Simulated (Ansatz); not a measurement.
## Ansatz (development build ahead of 0.2.0) run

```yaml
crystal:
  periodic: [false, false, false]
  atoms:
    - { symbol: H, position_ang: [-0.92166, -0.93606, -0.92846] }
    - { symbol: Li, position_ang: [-0.93909, -0.92293, 0.93246] }
    - { symbol: Li, position_ang: [-0.93418, 0.9375, -0.93458] }
    - { symbol: H, position_ang: [-0.92483, 0.92586, 0.92322] }
    - { symbol: Li, position_ang: [0.92366, -0.93351, -0.92746] }
    - { symbol: H, position_ang: [0.92356, -0.93289, 0.92664] }
    - { symbol: H, position_ang: [0.92966, 0.92209, -0.92442] }
    - { symbol: Li, position_ang: [0.93419, 0.93595, 0.93893] }
basis:
  gaussian: { orbitals: def2-SVP }
hamiltonian:
  xc: hf
```

The input is written out in the form of the current development build from the run's settings.

Output:

```json
{"Converged": "yes", "Total energy": "-32.12885 hartree", "Spin squared of the determinant": "0.000"}
```
